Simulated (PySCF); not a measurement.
H2Sb, SMILES [SbH2+] (connectivity only; charge and spin as stated), charge +1, multiplicity 1.

The structure is a stationary point at B3LYP-D3(BJ)/def2-TZVPD. The def2 effective core potentials stand for the cores of Sb; spin–orbit coupling is left out.

Computed with ωB97X/def2-TZVPD (PySCF).

Gas-phase values at a fixed geometry.

```yaml
total_energy: -241.14194 hartree
point_group: C2v
highest_occupied_level: -17.28 eV
lowest_empty_level: -8.91 eV
orbital_gap: 8.37 eV
dipole_moment_about_the_centre_of_nuclear_charge: 0.35 D
mean_static_polarisability: 30.5 bohr³ (4.53 Å³)
polarisability_principal_values: 24.5, 33.1, 34.0 bohr³
```
